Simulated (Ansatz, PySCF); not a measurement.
Potential energy surface of H3S (cation, charge +1), singlet: umbrella (inversion) coordinate, bond length relaxed. Scanned: angle between the S-H bonds and the threefold axis (90 = planar). Other coordinates (S-H bond length) were minimised at PBE0/def2-TZVP.

- RKS-PBE/aug-cc-pVQZ = restricted PBE/aug-cc-pVQZ run with Ansatz (a first-principles code)
- B3LYP/def2-TZVP (PySCF)
- CCSD(T)/aug-cc-pVQZ = CCSD(T) on RHF/aug-cc-pVQZ, frozen core run with Ansatz

Energies relative to the lowest point of each profile, in kJ/mol; the last columns give the difference from CCSD(T):

```
a / °   RKS-PBE/aug-cc-pVQZ  B3LYP  CCSD(T)/aug-cc-pVQZ  RKS-PBE/aug-cc-pVQZ − CCSD(T)/aug-cc-pVQZ  B3LYP − CCSD(T)/aug-cc-pVQZ
------  -------------------  -----  -------------------  -----------------------------------------  ---------------------------
90                    125.9  129.0                128.9                                       -3.0                          0.0
93.90                 121.4  124.1                124.0                                       -2.6                          0.1
96.90                 112.1  114.1                113.9                                       -1.8                          0.2
99.90                  98.7   99.8                 99.5                                       -0.8                          0.2
102.90                 82.4   82.5                 82.2                                        0.2                          0.3
105.90                 64.6   63.8                 63.5                                        1.1                          0.3
108.90                 46.8   45.3                 45.1                                        1.7                          0.2
111.90                 30.4   28.5                 28.4                                        2.0                          0.2
114.90                 16.6   14.7                 14.7                                        2.0                          0.1
117.90                  6.4    4.9                  4.9                                        1.5                          0.0
120.90                  0.7    0.0                  0.0                                        0.7                          0.0
123.90                  0.0    0.6                  0.5                                       -0.5                          0.1
126.90                  4.9    7.2                  6.9                                       -2.0                          0.3
129.90                 15.8   20.2                 19.5                                       -3.8                          0.7
132                    27.1   33.4                 32.3                                       -5.1                          1.2
```

RKS-PBE/aug-cc-pVQZ is furthest from CCSD(T)/aug-cc-pVQZ at 132 (-5.1 kJ/mol, below); its mean absolute difference over the points is 1.9 kJ/mol.

B3LYP is furthest from CCSD(T)/aug-cc-pVQZ at 132 (1.2 kJ/mol, above); its mean absolute difference over the points is 0.3 kJ/mol.
